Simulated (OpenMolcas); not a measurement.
# 4d along the 37-electron sequence

```
Program             : OpenMolcas 26.06
Method              : XMS-CASPT2, IPEA 0.25 Eh, imaginary shift 0.1 Eh
Basis               : ANO-RCC-VTZP
Scalar Hamiltonian  : DKH2, point nucleus
Spin-orbit coupling : state interaction with AMFI integrals over the reference wave functions, term energies averaged over their components
```

Active space for each ion: 1 electron in 10 orbitals (4d 5d); closed shells correlated by CASPT2: 4s 4p.

Computed levels in cm-1 above ²D_3/2:

| Level | Nb4+ | Mo5+ | Tc6+ | Ru7+ |
| --- | --- | --- | --- | --- |
| ²D_5/2 | 1848 | 2480 | 3290 | 4190 |
| weight of ²D in the lowest level (%) | 100 | 100 | 100 | 100 |

Measured, with the error of the calculation in %. Measured levels: Nb4+ from Moore, Atomic Energy Levels, vol. II, NSRDS-NBS 35 (1971 reprint of NBS Circular 467, 1952); Mo5+ from Sugar and Musgrove, J. Phys. Chem. Ref. Data 17, 155 (1988).

| Level | Nb4+ | Mo5+ |
| --- | --- | --- |
| ²D_5/2 | 1870 (-1.2) | 2584 (-3.9) |

The fine-structure level ²D_5/2 changes by a factor of 2.27 from Nb4+ to Ru7+. Its fourth root runs 6.56, 7.06, 7.57, 8.05, with steps per unit of Z of 0.50, 0.52, 0.47; equal steps would mean a (Z - σ)^4 law with constant σ.

CASPT2 breaks the degeneracy within a term, and the mean is taken; among the terms shown or strongly mixed into the levels shown the widest spread is 81 cm-1 (4d ²D, Nb4+). With one active electron outside closed inactive shells, the extra shells (5d) add no correlation to the reference. With one active electron, CASPT2 adds the correlation within the correlated inactive shells and between them and that electron, and leaves the splitting within a term as the reference gives it. Measured partners are found by configuration, term and J. A level has none where our copy of the source lacks it or the pairing is in doubt (some pairs that miss far off the trend of their configuration count as doubtful), and it then counts in no deviation. Only configurations of the active space appear.
